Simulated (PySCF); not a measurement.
Isomers of C6H14S. Computed with PySCF 2.14.0, PBE0-D3(BJ)/def2-SVP geometry optimisation, gas phase. One conformer each; no zero-point energy, no entropy. No frequencies were run at this level. Point groups hold within 0.08 Å.

Problem. Order them by energy at this level, lowest first, and give relative energies in kcal/mol.
A. `[CH3:1][S:2][C@H:3]([CH3:4])[CH:5]([CH3:6])[CH3:7]` with C1–S2–C3–C4 67°, S2–C3–C5–C6 -55°
B. `[CH3:1][CH2:2][S:3][C:4]([CH3:5])([CH3:6])[CH3:7]` with C1–C2–S3–C4 179° (tert-butyl ethyl sulfide)

Solution. B (0.0), A (1.7).

Neighbours under 2.5 kcal/mol apart (CCSC(C)(C)C and CS[C@H](C)C(C)C) can change places with a better method, another conformer or zero-point energy.

```csv
SMILES,E (Eh),E rel (kcal/mol),dipole (D),point group,"A, B, C (MHz)"
CCSC(C)(C)C,-634.55745,0.0,1.52,–,"3679, 1256, 1197"
CS[C@H](C)C(C)C,-634.55482,1.7,1.60,C1,"2875, 1507, 1224"
```
